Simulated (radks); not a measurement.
Results of a calculation; reference values are marked as such.
Ionisation of He, [He], to He+, 1s1, under several functionals. Dirac Kohn-Sham, spin-unpolarised, spherical densities, point nucleus; a radial shooting solver on a logarithmic mesh with Libxc functionals.

OLYP: E(He) (hartree) -2.90776; Exc (hartree) -1.06495; IE (eV) 27.068; -e(HOMO) (eV) 15.815; <r> HOMO (bohr) 0.9445; IE error (eV) +2.481
BP86: E(He) (hartree) -2.90648; Exc (hartree) -1.06147; IE (eV) 27.097; -e(HOMO) (eV) 15.890; <r> HOMO (bohr) 0.9423; IE error (eV) +2.510
Wu-Cohen GGA: E(He) (hartree) -2.87157; Exc (hartree) -1.02177; IE (eV) 26.751; -e(HOMO) (eV) 15.612; <r> HOMO (bohr) 0.9476; IE error (eV) +2.164
revPBE: E(He) (hartree) -2.90810; Exc (hartree) -1.06434; IE (eV) 27.047; -e(HOMO) (eV) 15.794; <r> HOMO (bohr) 0.9431; IE error (eV) +2.460
SOGGA: E(He) (hartree) -2.84521; Exc (hartree) -0.99069; IE (eV) 26.433; -e(HOMO) (eV) 15.351; <r> HOMO (bohr) 0.9526; IE error (eV) +1.846

NIST Atomic Spectra Database: 24.587 eV (measured). Closest: SOGGA. The Delta-SCF values span 0.66 eV, the total energies 0.06 hartree. The highest occupied level is 1s1/2. Spin polarisation and multiplet splitting are left out, so open shells lie too high by an amount that depends on their filling.

Beside tabulated values, note that spin-unpolarised runs miss the spin-polarisation part of the exchange energy of open shells.
